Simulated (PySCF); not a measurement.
CH₈N₂Si₂, SMILES N[Si@H]1NC[SiH2]1.

Geometry: PBE0-D3(BJ)/def2-SVP. The structure was generated by enumeration; whether it is a known compound was not checked. Other conformers were not sampled.

Two levels are set side by side: PBE/def2-TZVP (PySCF) and M06-2X/def2-TZVP (PySCF). Same geometry, gas phase. Differences are taken from unrounded values.

```
quantity                     M06-2X    PBE  PBE minus M06-2X
---------------------------  ------  -----  ----------------
orbital gap (eV)               8.72   4.79             -3.93
highest occupied level (eV)   -7.74  -5.32              2.42
lowest empty level (eV)        0.98  -0.53             -1.51
dipole moment (D)              1.09   1.38              0.29
mean polarisability (bohr³)    79.7   84.3               4.7
```

PBE's occupied levels lie high since its potential decays too fast outside the molecule; exact exchange lowers them and widens the gap. Loosely held outer electrons make PBE densities more polarisable. Differences between two approximate levels are no errors against the true value.

Rough cost on one machine, each run with all the roots and properties that it gave: M06-2X against PBE about 4 times.
